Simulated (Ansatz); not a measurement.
Harmonic frequencies (cm⁻¹) at PBE0-D4/def2-TZVP from Ansatz: 24, 31, 78, 166, 224, 346, 502, 587, 699, 706, 737, 757, 768, 872, 881, 918, 964, 969, 990, 1134, 1280, 1444, 1448, 2210, 2233, 2256, 2275, 3050, 3135, 3141.

Each molecule was computed in one conformer, which needn't be the lowest.

**Question.** Which molecule is it?
A. `C[SiH](F)[SiH2]O`
B. `CO[SiH](F)[SiH3]`
C. `C[SiH2]O[SiH2]F`
D. `C[SiH2][SiH](O)F`

**Answer.** C.
